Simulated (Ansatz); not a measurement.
Basis sets compared for B2(Br)4 (B2Br4). Charge 0, multiplicity 1. Geometry PBE-D4/def2-SVP. Ansatz on 4 threads of Intel Xeon 6975P-C on a shared host; times are rough, and most runs start from earlier orbitals.

```xyz
6

B     0.386   -0.073    0.745
Br    0.886    1.500    1.714
Br    0.757   -1.811    1.456
B    -0.386    0.073   -0.745
Br   -2.298    0.142   -0.821
Br    0.655    0.168   -2.349
```

The 6-31G sets use Cartesian d functions.

Binding counts from free atoms (B doublet, Br doublet) in the same basis, without a counterpoise term.

| level | functions | energy (Eh) | HOMO (eV) | LUMO (eV) | binding per atom (eV) | wall time |
| --- | --- | --- | --- | --- | --- | --- |
| HF/6-31G | 134 | -10337.6746 | -11.18 | 0.96 | 2.17 | 1.3 s |
| HF/def2-TZVP | 254 | -10339.1847 | -11.04 | 1.23 | 2.39 | 5.5 s |
| PBE-D4/def2-SVP | 156 | -10343.5681 | -6.67 | -2.97 | 3.52 | 0.9 s |
| PBE-D4/def2-TZVP | 254 | -10344.8629 | -6.86 | -3.16 | 3.45 | 1.7 s |
| PBE0-D4/def2-SVP | 156 | -10343.9322 | -8.02 | -2.25 | 3.43 | 1.9 s |
| PBE0-D4/def2-TZVP (with forces) | 254 | -10345.2262 | -8.12 | -2.36 | 3.37 | 7 s |
| r2SCAN0-D4/def2-TZVP | 254 | -10346.3810 | -8.33 | -2.25 | 3.30 | 6.5 s |

(1) Estimate the rows for PBE-D4/def2-TZVPD, PBE0-D4/def2-TZVPD, r2SCAN0-D4/def2-TZVPD.

Answers

(1) 
```json
{"level": "PBE-D4/def2-TZVPD", "functions": "302", "energy (Eh)": "-10344.8650", "HOMO (eV)": "-6.89", "LUMO (eV)": "-3.21", "binding per atom (eV)": "3.45", "wall time": "3 s"}
{"level": "PBE0-D4/def2-TZVPD", "functions": "302", "energy (Eh)": "-10345.2280", "HOMO (eV)": "-8.14", "LUMO (eV)": "-2.41", "binding per atom (eV)": "3.37", "wall time": "7 s"}
{"level": "r2SCAN0-D4/def2-TZVPD", "functions": "302", "energy (Eh)": "-10346.3826", "HOMO (eV)": "-8.33", "LUMO (eV)": "-2.28", "binding per atom (eV)": "3.30", "wall time": "9.5 s"}
```
